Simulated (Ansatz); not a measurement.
Stepwise reaction of `CB(O[SiH3])O[SiH3]` with hydrogen fluoride, as a gas-phase model of exchange steps in deposition or etching. ΔE in kJ/mol.

Isolated molecules relaxed with PBE0-D4/def2-TZVP in Ansatz; ΔE leaves out vibrations. CBS: MP2 limit from def2 TZ/QZ plus the TZ coupled-cluster correction, frozen cores. This one scheme is used for every species. DFT in def2-TZVPP. B3LYP here is the variant with VWN-RPA as its local correlation; programs differ in this. One conformer a species, not always the lowest.

```tsv
step	reaction	PBE-D4	B3LYP-D4	ωB97M-V	CCSD(T)/CBS
1	`CB(O[SiH3])O[SiH3]` + H–F → `CB(F)O[SiH3]` + `O[SiH3]`	-24.9	-22.4	-27.2	-20.6
```

Problem. Give the row of step 2, `CB(F)O[SiH3]` + H–F → `CB(F)F` + `O[SiH3]`. (Estimate.)

Solution. Computed: 
| step | reaction | PBE-D4 | B3LYP-D4 | ωB97M-V | CCSD(T)/CBS |
| --- | --- | --- | --- | --- | --- |
| 2 | `CB(F)O[SiH3]` + H–F → `CB(F)F` + `O[SiH3]` | -15.1 | -13.3 | -15.2 | -8.9 |

Problem. By hand: ΔE of the 2 steps together at CCSD(T)/CBS.

Solution. (-20.6) + (-8.9) = -29.5 kJ/mol, or -14.8 kJ/mol a step.

In ΔE each step is higher than the one before. All are downhill at CCSD(T)/CBS. PBE-D4 differs from CCSD(T)/CBS by -6.2 to -4.3 kJ/mol a step. Isolated molecules leave out the surface, adducts and barriers. Largest T1 diagnostic: 0.012.
